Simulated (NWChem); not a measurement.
All runs are NWChem calculations. System: HClSi, charge 0, spin multiplicity 3, at the geometry of a parent with another charge or spin, in a state set for the comparison that need not be this species' ground state. Its SCF solution wasn't tested for a lower state. Level: UMP2/def2-TZVP, 10 core orbitals frozen.

Part of the output:

```
             Northwest Computational Chemistry Package (NWChem) 7.3.0
             --------------------------------------------------------

                                NWChem Input Module
                                -------------------

 Scaling coordinates for geometry "geometry" by  1.889725989
 (inverse scale =  0.529177249)

 Turning off AUTOSYM since
 SYMMETRY directive was detected!

                             Geometry "geometry" -> ""
                             -------------------------

 Output coordinates in angstroms (scale by  1.889725989 to convert to a.u.)

  No.       Tag          Charge          X              Y              Z
 ---- ---------------- ---------- -------------- -------------- --------------
    1 Si                  14.0000    -0.75069200    -0.81367800     0.00000000
    2 H                    1.0000     0.32763900    -1.91061200     0.00000000
    3 Cl                  17.0000     0.59894400     0.78247700     0.00000000

 Effective nuclear repulsion energy (a.u.)      68.3925090757

            Nuclear Dipole moment (a.u.)
            ----------------------------
        X                 Y               Z
 ---------------- ---------------- ----------------
    -0.0000018897     0.0000094486     0.0000000000

      Symmetry information
      --------------------

 Group name             Cs
 Group number              2
 Group order               2
 No. of unique centers     3

      Symmetry unique atoms

     1    2    3


 Summary of "ao basis" -> "" (spherical)
 ------------------------------------------------------------------------------
       Tag                 Description            Shells   Functions and Types
 ---------------- ------------------------------  ------  ---------------------
 *                         def2-tzvp                  on all atoms

 Summary of "ao basis" -> "ao basis" (spherical)
 ------------------------------------------------------------------------------
       Tag                 Description            Shells   Functions and Types
 ---------------- ------------------------------  ------  ---------------------
 Si                        def2-tzvp                13       37   5s5p2d1f
 H                         def2-tzvp                 4        6   3s1p
 Cl                        def2-tzvp                13       37   5s5p2d1f

                                 NWChem SCF Module
                                 -----------------

  ao basis        = "ao basis"
  functions       =    80
  atoms           =     3
  alpha electrons =    17
  beta  electrons =    15
  charge          =   0.00
  wavefunction    = UHF
  use symmetry    = T
  symmetry adapt  = T

 Summary of "ao basis" -> "ao basis" (spherical)
 ------------------------------------------------------------------------------
       Tag                 Description            Shells   Functions and Types
 ---------------- ------------------------------  ------  ---------------------
 Si                        def2-tzvp                13       37   5s5p2d1f
 H                         def2-tzvp                 4        6   3s1p
 Cl                        def2-tzvp                13       37   5s5p2d1f

      Symmetry analysis of basis
      --------------------------

        a'         55
        a"         25

 Forming initial guess at       0.0s

   Symmetry analysis of molecular orbitals - initial alpha
   -------------------------------------------------------

  Numbering of irreducible representations:

     1 a'          2 a"

  Orbital symmetries:

     1 a'          2 a'          3 a'          4 a'          5 a'
     6 a"          7 a'          8 a"          9 a'         10 a'
    11 a'         12 a'         13 a'         14 a"         15 a'
    16 a'         17 a"         18 a'         19 a'         20 a'
    21 a'         22 a"         23 a"         24 a'         25 a'
    26 a"         27 a'

   Symmetry analysis of molecular orbitals - initial beta
   ------------------------------------------------------

  Numbering of irreducible representations:

     1 a'          2 a"

  Orbital symmetries:

     1 a'          2 a'          3 a'          4 a'          5 a'
     6 a"          7 a'          8 a'          9 a'         10 a"
[...]
  ----- ------------  ---------------      ----- ------------  ---------------
    19      1.363475  1 Si py                48     -0.817754  3 Cl s
    40      0.636608  2 H  s                 61      0.393742  3 Cl px
    62      0.262763  3 Cl py                18      0.241799  1 Si px

 center of mass
 --------------
 x =   0.00805277 y =   0.07896942 z =   0.00000000

 moments of inertia (a.u.)
 ------------------
         155.342890015661        -117.256368244161           0.000000000000
        -117.256368244161         101.481130811471           0.000000000000
           0.000000000000           0.000000000000         256.824020827132

  Mulliken analysis of the total density
  --------------------------------------

    Atom       Charge   Shell Charges
 -----------   ------   -------------------------------------------------------
    1 Si  14    13.72   2.00  0.59  1.39  0.88  0.46  4.11  1.73  0.47  1.33  0.50  0.08  0.14  0.03
    2 H    1     0.97   0.22  0.53  0.21  0.01
    3 Cl  17    17.31   2.01  0.45  1.52  1.08  0.87  4.18  1.69  1.07  2.87  1.53  0.01  0.03  0.00

  Mulliken analysis of the alpha density
  --------------------------------------

    Atom       Charge   Shell Charges
 -----------   ------   -------------------------------------------------------
    1 Si  14     7.74   1.00  0.30  0.69  0.55  0.31  2.08  0.85  0.32  1.07  0.44  0.04  0.08  0.01
    2 H    1     0.56   0.13  0.31  0.12  0.01
    3 Cl  17     8.70   1.01  0.22  0.76  0.54  0.43  2.09  0.84  0.55  1.47  0.75  0.00  0.02  0.00

   Mulliken analysis of the beta density
   -------------------------------------

    Atom       Charge   Shell Charges
 -----------   ------   -------------------------------------------------------
    1 Si  14     5.99   1.00  0.29  0.70  0.33  0.16  2.04  0.88  0.15  0.26  0.06  0.04  0.06  0.02
    2 H    1     0.41   0.09  0.22  0.09  0.00
    3 Cl  17     8.61   1.01  0.22  0.76  0.54  0.43  2.09  0.85  0.52  1.40  0.77  0.00  0.01  0.00

   Mulliken analysis of the spin density
   -------------------------------------

    Atom       Charge   Shell Charges
 -----------   ------   -------------------------------------------------------
    1 Si  14     1.75   0.00  0.01 -0.01  0.22  0.15  0.04 -0.03  0.17  0.82  0.38  0.00  0.02 -0.00
    2 H    1     0.16   0.04  0.09  0.03  0.00
    3 Cl  17     0.09   0.00  0.00 -0.00  0.01 -0.00  0.01 -0.00  0.03  0.07 -0.02  0.00  0.00  0.00

       Multipole analysis of the density wrt the origin
       ------------------------------------------------

     L   x y z        total         alpha         beta         nuclear
     -   - - -        -----         -----         ----         -------
     0   0 0 0     -0.000000    -17.000000    -15.000000     32.000000

     1   1 0 0     -0.566328      1.512004     -2.078331     -0.000002
     1   0 1 0     -0.472973      1.261693     -1.734675      0.000009
     1   0 0 1     -0.000000     -0.000000     -0.000000      0.000000

     2   2 0 0    -18.547991    -40.640719    -28.242718     50.335446
     2   1 1 0      0.442539    -31.025904    -25.285515     56.753958
     2   1 0 1     -0.000000      0.000000     -0.000000      0.000000
     2   0 2 0    -19.574569    -55.906726    -46.973770     83.305927
     2   0 1 1     -0.000000      0.000000     -0.000000      0.000000
     2   0 0 2    -20.867270    -13.708645     -7.158625      0.000000

                   NWChem MP2 Semi-direct Energy/Gradient Module
                   ---------------------------------------------

  Basis functions       =     80
  Molecular orbitals    =     80
  Frozen core           =     10
  Frozen virtuals       =      0
  Active alpha occupied =      7
  Active beta occupied  =      5
  Active alpha virtual  =     63
  Active beta virtual   =     65
  Use MO symmetry       = T
  Use skeleton AO sym   = T

  AO/Fock/Back tols     =   1.0D-09  1.0D-09  1.0D-09

 GA uses MA = F    GA memory limited = T

 Available:
  local mem=  1.26D+08
 global mem=  1.44D+08
 local disk=  0.00D+00
  mp2_memr nvloc                    63
  nvloc new                    63
   1 passes of   7:        4194304                      35097                   4795608.
   1 passes of   7: M    126152204           G      144166400           F     121957900.

 Semi-direct pass number   1 of   1  for UHF alpha       at        1.6s
  vrange nnbf                  3191
  mp2_eaftype                    18  avail_ma_in_mb                  1099
 EAF : mp2_eaftype filesize          18    2397804.
  mp2_eaf for mointskh                     18
Node 0 wrote     11.3 Mb in      0.0 s     Agg I/O rate:   654.3 Mb/s
 Done moints_semi at        3.2s
  mp2_eaftype                    18  avail_ma_in_mb                  1081
 EAF : mp2_eaftype filesize          18    2397804.
  mp2_eaf for kh                    18
 Done maket at        3.3s
 Done multipass loop at        3.3s

 GA uses MA = F    GA memory limited = T

 Available:
  local mem=  1.26D+08
 global mem=  1.44D+08
 local disk=  0.00D+00
  mp2_memr nvloc                    65
  nvloc new                    65
   1 passes of   5:        4194304                      29299                   3537078.
   1 passes of   5: M    126152204           G      144166400           F     121957900.

 Semi-direct pass number   1 of   1  for UHF beta        at        3.3s
  vrange nnbf                  3191
  mp2_eaftype                    13  avail_ma_in_mb                  1099
 EAF : mp2_eaftype filesize          13    1768539.
  mp2_eaf for mointskh                     13
Node 0 wrote      8.3 Mb in      0.0 s     Agg I/O rate:   523.6 Mb/s
 Done moints_semi at        5.0s
  mp2_eaftype                    13  avail_ma_in_mb                  1086
 EAF : mp2_eaftype filesize          13    1768539.
  mp2_eaf for kh                    13
 Done maket at        5.1s
 Done multipass loop at        5.1s

          -------------------------------------------
          SCF energy                -748.991098702721
          Correlation energy          -0.261609809939
          Singlet pairs                0.000000000000
          Triplet pairs                0.000000000000
          Total MP2 energy          -749.252708512661
          -------------------------------------------

          ---------------------------------------------------
                    Spin Component Scaled (SCS) MP2
          Same spin pairs                     -0.064993817068
          Same spin scaling factor             0.333333333333
          Opposite spin pairs                 -0.196615992871
          Opposite spin scaling fact.          1.200000000000
          SCS-MP2 correlation energy          -0.257603797135
          Total SCS-MP2 energy              -749.248702499856
          ---------------------------------------------------

 -----------------------
 Performance information
 -----------------------

 Timer overhead =  1.41D-07 seconds/call

               Nr. of calls         CPU time (s)                 Wall time (s)                GFlops
             ---------------    -------------------     ------------------------------   -------------------
Name         Min   Avg   Max    Min     Avg     Max     Min     Avg     Max   Mx/calls   Min     Max     Sum
mp2: moin     2     2     2    3.3     3.3     3.3      3.3     3.3     3.3     1.6      0.0     0.0     0.0
mp2: make     2     2     2   0.15    0.15    0.15     0.15    0.15    0.15    7.69E-2   0.0     0.0     0.0
mp2: tota     1     1     1    3.5     3.5     3.5      3.5     3.5     3.5     3.5      0.0     0.0     0.0

 The average no. of pstat calls per process was 5.00D+00
 with a timing overhead of 7.06D-07s

 Task  times  cpu:        5.0s     wall:        5.0s

 Total times  cpu:        5.1s     wall:        5.1s
```

Problem. Write an NWChem input that would produce this output.

Solution. One answer among several that fit: 
```
start mol
memory heap 200 mb stack 900 mb global 1100 mb
geometry units angstroms nocenter noautoz
  Si    -0.750692    -0.813678     0.000000
  H      0.327639    -1.910612     0.000000
  Cl     0.598944     0.782477     0.000000
  symmetry group Cs
end
basis spherical
  * library def2-tzvp
end
scf
  uhf
  nopen 2
  maxiter 100
  thresh 1e-7
  semidirect memsize 60000000 filesize 0
  # guess.movecs holds the orbitals of an unrestricted PBE0 run
  vectors input guess.movecs output mol.movecs
end
mp2
  freeze core 10
end
task mp2 energy
```
